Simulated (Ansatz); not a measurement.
Input and output for `C[B-](C)(F)[NH2+][SiH3]`.

```yaml
crystal:
  periodic: [false, false, false]
  atoms:
    - {symbol: C, position_ang: [-0.646075, -0.508373, -1.510173]}
    - {symbol: B, position_ang: [-0.138714, -0.889273, -0.035082]}
    - {symbol: C, position_ang: [1.095961, -1.595112, 0.403411]}
    - {symbol: F, position_ang: [-1.297080, -0.578151, 0.743813]}
    - {symbol: N, position_ang: [0.475791, 0.953944, 0.315146]}
    - {symbol: Si, position_ang: [-0.796968, 1.902392, 0.892626]}
    - {symbol: H, position_ang: [-1.077075, -1.610254, -1.879298]}
    - {symbol: H, position_ang: [0.187422, -0.472347, -2.284300]}
    - {symbol: H, position_ang: [-1.207048, 0.133932, -1.791086]}
    - {symbol: H, position_ang: [1.955842, -1.598496, -0.046514]}
    - {symbol: H, position_ang: [1.578737, -1.664711, 1.381903]}
    - {symbol: H, position_ang: [0.701246, -2.728419, 0.131395]}
    - {symbol: H, position_ang: [1.256388, 0.906304, 0.869160]}
    - {symbol: H, position_ang: [0.890063, 1.354055, -0.652011]}
    - {symbol: H, position_ang: [-1.934618, 1.788755, 0.057889]}
    - {symbol: H, position_ang: [-1.122614, 1.480802, 2.456566]}
    - {symbol: H, position_ang: [-0.305416, 3.221685, 0.821423]}
basis:
  gaussian: {orbitals: "6-31++G**"}
total_charge: -1
magnetization: {spin_polarized: true, initial_magnetization: 1}
hamiltonian: {xc: {name: B97}}
output: {forces: true}
```

```sh
$ ansatz run in.yaml --threads 4 --pin off --events-out ev --progress --plain --max-ram 11315MiB
```

Output, abridged:

```
Functional definition: B97
1644 factors; integrals over basis functions are off by at most 1.2e-3 eV
mean field evaluation 1: about -14995.0089 eV, gradient 5.5e1 eV
mean field evaluation 2: about -14976.7106 eV, gradient 7.9e1 eV
mean field evaluation 4: about -15008.8574 eV, gradient 5.3e0 eV
mean field evaluation 8: about -15009.2613 eV, gradient 5.3e-1 eV
mean field evaluation 16: about -15009.2695 eV, gradient 7.8e-3 eV
mean field -15009.26949627 eV, -551.5804803398 hartree, gradient 5.2e-5 eV, S^2 0.750387; 10 other end points of the search recorded, 0 dependent functions left out
reference -15009.26956047 eV, -551.5804826988 hartree; 30, 29 occupied and 154, 155 virtual orbitals, 1644 factors
Total energy: -15009.26956047 eV, -551.5804826988 hartree
Atom 0 at    -0.646075    -0.508373    -1.510173 Å, force     8.716284   -13.257274     0.262365 eV/Å
Atom 1 at    -0.138714    -0.889273    -0.035082 Å, force    -2.090818     5.955482    -0.896764 eV/Å
Atom 2 at     1.095961    -1.595112     0.403411 Å, force    -3.665705    -5.595187     2.649622 eV/Å
Atom 3 at    -1.297080    -0.578151     0.743813 Å, force    -0.258500    -2.013532     1.230377 eV/Å
Atom 4 at     0.475791     0.953944     0.315146 Å, force     0.894772     0.087979    -5.265855 eV/Å
Atom 5 at    -0.796968     1.902392     0.892626 Å, force    -1.321410    -0.445285     3.539681 eV/Å
Atom 6 at    -1.077075    -1.610254    -1.879298 Å, force     0.274355     2.348454     0.568773 eV/Å
Atom 7 at     0.187422    -0.472347    -2.284300 Å, force    -0.250571     0.084917     0.861261 eV/Å
Atom 8 at    -1.207048     0.133932    -1.791086 Å, force    -7.972540     8.577574    -2.591762 eV/Å
Atom 9 at     1.955842    -1.598496    -0.046514 Å, force     4.764627     0.752820    -4.320495 eV/Å
Atom 10 at     1.578737    -1.664711     1.381903 Å, force    -1.328617     0.220550     1.052322 eV/Å
Atom 11 at     0.701246    -2.728419     0.131395 Å, force     1.052165     1.652473     0.896615 eV/Å
Atom 12 at     1.256388     0.906304     0.869160 Å, force     2.738072    -0.072068     2.159878 eV/Å
Atom 13 at     0.890063     1.354055    -0.652011 Å, force    -1.028923    -0.897970     2.384248 eV/Å
Atom 14 at    -1.934618     1.788755     0.057889 Å, force    -1.188725    -0.025585    -0.787690 eV/Å
Atom 15 at    -1.122614     1.480802     2.456566 Å, force     0.397955     0.702078    -1.948691 eV/Å
Atom 16 at    -0.305416     3.221685     0.821423 Å, force     0.267579     1.924575     0.206114 eV/Å
Dipole moment:    -1.313617     0.028647     0.284983 e Å
```

Run time 22 s (4 threads of an Intel Xeon 6975P-C on a shared host); peak host memory 0.99 GiB.
